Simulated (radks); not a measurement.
Q: The mean radii <r> (bohr) of the occupied orbitals of an atom or ion are listed with their occupations. Calculated with a radial shooting solver on a logarithmic mesh with Libxc functionals: non-relativistic Kohn-Sham, PBE, spin-polarised, spherical densities, point nucleus.

orbital  occ.     <r>
1s up       1  0.1205
1s down     1  0.1204
2s up       1  0.6063
2s down     1  0.6088
2p up       3  0.5682
2p down     2  0.5721
3s up       1   1.912

Name the element and its charge. Open shells, if any, are filled with parallel spins first.

A: Z = 13, aluminium, charge +3: Al3+ in [He] 2s2 2p5 3s1. The 1s radius gives Z: for a bare nucleus <r> = 1.5/Z, 0.1154 bohr for Z = 13, and screening makes it slightly larger (0.1205 here). The occupations add up to 10, and the charge is Z minus that.
